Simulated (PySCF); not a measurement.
B(F)(H)(SeH) (BFH2Se), SMILES [SeH]BF.

Geometry optimised at B3LYP-D3(BJ)/def2-TZVP. Other conformers were not sampled.

Calculation: PBE/def2-TZVPD in PySCF.

The molecule is in vacuum.

| Property | Value |
|---|---|
| total energy | -2527.07369 hartree |
| point group | Cs |
| highest occupied level | -6.69 eV |
| lowest empty level | -1.88 eV |
| orbital gap | 4.81 eV |
| dipole moment | 1.20 D |
| quadrupole, principal values (traceless, Buckingham form, about the centre of nuclear charge) | -1.31, -0.64, 1.95 D·Å |
| mean static polarisability | 46.1 bohr³ (6.83 Å³) |
| polarisability, principal values | 38.3, 42.6, 57.4 bohr³ |
